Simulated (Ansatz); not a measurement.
Ansatz (a first-principles code) input:

Ansatz 0.2 input:
```yaml
crystal:
  periodic: [false, false, false]
  atoms:
    - {symbol: Rb, position_ang: [-0.00000000, -0.00000000, -2.05688587]}
    - {symbol: I, position_ang: [0.00000000, 0.00000000, 1.43593919]}
basis:
  gaussian:
    orbitals: def2-TZVPD
hamiltonian:
  xc: {name: r2SCAN0}
total_charge: -1
magnetization: {spin_polarized: true, initial_magnetization: 1}
output: {forces: true}
```

Question: What final total energy does it print?

Answer: -322.00774 Eh (r2SCAN0/def2-TZVPD). The basis has 92 functions.
